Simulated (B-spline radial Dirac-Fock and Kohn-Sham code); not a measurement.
**Successive ionisation energies of strontium: Dirac-Fock against NIST**

Model: Dirac-Fock (average of configuration) total-energy differences with a finite nucleus, the Breit interaction including its frequency dependence, and self-energy and vacuum-polarisation corrections. Program: a radial B-spline solver. Each value is the difference of the configuration-average energies of two neighbouring ions in their tabulated ground configurations. Correlation and solid-state effects are left out. NIST's values refer to the lowest levels; many for high charge states are themselves semi-empirical or theoretical. Where a p, d or f shell is open in either ion the computed value averages over both j values and all terms, while the table refers to the lowest levels; that difference holds spin-orbit splitting (largest in heavy or highly charged ions), term energies where several electrons share open shells, and correlation, and it can reach 10 % or more.

| ion | configuration | computed (eV) | NIST (eV) | kind | NIST − computed (eV) |
| --- | --- | --- | --- | --- | --- |
| Sr²⁸⁺ | [He] 2s2 2p6 | 3363.6 | 3344.7 ± 1.9 | semi-empirical | -18.87 |
| Sr²⁹⁺ | [He] 2s2 2p5 | 3521.9 | 3497 ± 6 | semi-empirical | -24.86 |
| Sr³⁰⁺ | [He] 2s2 2p4 | 3683.1 | 3664 ± 8 | semi-empirical | -19.10 |
| Sr³¹⁺ | [He] 2s2 2p3 | 3847.3 | 3830 ± 30 | semi-empirical | -17.28 |
| Sr³²⁺ | [He] 2s2 2p2 | 4014.4 | 4053 ± 4 | semi-empirical | +38.61 |
| Sr³³⁺ | [He] 2s2 2p1 | 4184.4 | 4232 ± 3 | semi-empirical | +47.57 |
| Sr³⁴⁺ | [He] 2s2 | 4457.9 | 4465 ± 4 | semi-empirical | +7.12 |
| Sr³⁵⁺ | [He] 2s1 | 4612.2 | 4612.397 ± 0.011 | theoretical | +0.18 |
| Sr³⁶⁺ | 1s2 | 19343.7 | 19345.59 | theoretical | +1.84 |
| Sr³⁷⁺ | 1s1 | 20025.4 | 20025.27 | theoretical | -0.10 |

Q: Where in this range is the largest relative jump, and why?

A: From Sr³⁵⁺ (4612.2 eV) to Sr³⁶⁺ (19343.7 eV), a factor of 4.19. The configuration goes from [He] 2s1 to 1s2, so the next electron comes out of a deeper subshell.
